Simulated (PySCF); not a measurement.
Identify the compound

The spectra below were simulated for a compound C6H10Si.

¹H NMR (400 MHz, computed): δ 5.52 (m, 1H), 5.47 (m, 1H), 3.97 (t, 3H), 2.00 (q, 2H), 1.95 (s, 3H).

¹³C{¹H} NMR (computed): δ 135.2 (C), 127.4 (CH2), 97.1 (C), 87.4 (C), 27.2 (CH3), 1.2 (CH2).

Isolated molecule, relativity neglected, averaged over atoms made equivalent by symmetry, fast rotation or ring inversion, one conformer. Coordinates at the GFN2-xTB level; NMR shieldings at PBE0/pcSseg-1/GIAO; PySCF.

δ = σ(ref) − σ, references computed at the same level: ¹H (31.72 ppm), ¹³C (186.93 ppm) vs TMS.

Task: Choose the structure that fits.
A. C=C(C)[SiH2]C1C=C1
B. C=C(C)C#CC[SiH3]
C. CC#CC1C[SiH2]C1
D. C1=C[C@H]2C[C@H](C2)[SiH2]1

Result: B. 

- The formula gives 3 degrees of unsaturation (no ring in the answer).
- 6 carbon signals for 6 carbons: no two carbons are equivalent.
- Carbon types of the structure: 3 × C, 2 × CH2, 1 × CH3, leaving 3 H on heteroatoms.
- δC 135.2: fully substituted alkene carbon; the olefinic region.
- δC 127.4: terminal =CH2 carbon; an sp2 carbon of a C=C bond.
- δC 97.1, 87.4: alkyne carbon; sp carbons lie upfield of alkene carbons because the cylindrical π system leaves one tensor component strongly shielded.
- δC 27.2: allylic methyl carbon; saturated and bonded to C and H only.
- δC 1.2: propargylic sp3 CH2 bonded to Si; an electropositive neighbour leaves it electron-rich and shielded.

The others: C1=C[C@H]2C[C@H](C2)[SiH2]1 would give 5 carbon signals, not 6; CC#CC1C[SiH2]C1 would give 5 carbon signals, not 6; C=C(C)[SiH2]C1C=C1 would give 5 carbon signals, not 6.

Shifts are as computed. Against solution values, carbons near 30 ppm lie about +3 ppm off and those near 130 ppm about +5 ppm. Of 1211 compounds with measured shifts, 218 miss one by over three times the rms of a fit or turn the order of signals round; such compounds aren't used in these exercises. No couplings were computed; multiplicities are counted from neighbouring protons, with m where these are inequivalent, close in shift, in a saturated or five-membered ring or joined by F or P, and br s for small geminal =CH2 splittings.
